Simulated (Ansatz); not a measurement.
CH₅Cl₂InSe, SMILES `[CH3][In-]([Cl])([Cl])[SeH2+]` at its PBE0-D4/def2-TZVP geometry, where that method's forces vanish. Total charge 0; spin multiplicity 1. In: def2 effective core potential.

```tsv
atom	x (Å)	y (Å)	z (Å)
C1	-1.052	-1.378	0.178
In2	-0.570	0.668	0.551
Cl3	-1.602	2.422	-0.629
Cl4	0.295	1.379	2.620
Se5	1.953	1.292	-0.729
H6	-1.091	-1.916	1.125
H7	-0.292	-1.826	-0.461
H8	-2.019	-1.432	-0.320
H9	1.672	0.685	-2.038
H10	2.707	0.106	-0.296
```

(1) For each bond, give half the difference of the two atoms' forces along it (eV/Å; positive pushes the atoms apart) under PBE-D4, r2SCAN-D4, B3LYP-D4, ωB97M-V in def2-TZVPP. (An estimate is asked.)

## Answers

(1) Ansatz gave: 
| bond | length (Å) | PBE-D4 | r2SCAN-D4 | B3LYP-D4 | ωB97M-V |
| --- | --- | --- | --- | --- | --- |
| C1–In2 | 2.135 | -0.01 | 0.03 | 0.11 | -0.03 |
| C1–H6 | 1.089 | 0.09 | -0.03 | -0.08 | -0.04 |
| C1–H7 | 1.090 | 0.09 | -0.02 | -0.08 | -0.03 |
| C1–H8 | 1.089 | 0.09 | -0.03 | -0.09 | -0.04 |
| In2–Cl3 | 2.353 | 0.17 | 0.05 | 0.17 | -0.01 |
| In2–Cl4 | 2.352 | 0.17 | 0.05 | 0.17 | -0.02 |
| In2–Se5 | 2.897 | 0.01 | 0.00 | 0.07 | 0.04 |
| Se5–H9 | 1.470 | 0.27 | -0.01 | 0.03 | -0.12 |
| Se5–H10 | 1.470 | 0.27 | -0.01 | 0.03 | -0.12 |

B3LYP here is the variant with VWN-RPA as its local correlation; programs differ in this.
